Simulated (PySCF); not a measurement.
BI₃, SMILES I[B-](I)I, charge -1, multiplicity 2.

Geometry: PBE-D3(BJ)/def2-SVPD. The def2 effective core potentials stand for the cores of I; spin–orbit coupling is left out.

These are PBE-D3(BJ)/def2-SVPD (PySCF 2.14.0) values and carry that method's errors.

Frequencies are harmonic and unscaled.

Modes within 1.5 cm⁻¹ of each other (mostly degenerate sets) share a row, with their intensities summed.

Give all harmonic wavenumbers and intensities. (The exact figures need the calculation; the answer reports its results.)


```
mode  ν (cm⁻¹)  IR (km/mol)  moving atoms (share of kinetic energy)
----  --------  -----------  --------------------------------------
1–2         85          0.9                                  I 99 %
3          133          0.5                                  I 97 %
4          313          6.9                                  B 94 %
5–6        515        331.3                                  B 95 %
```
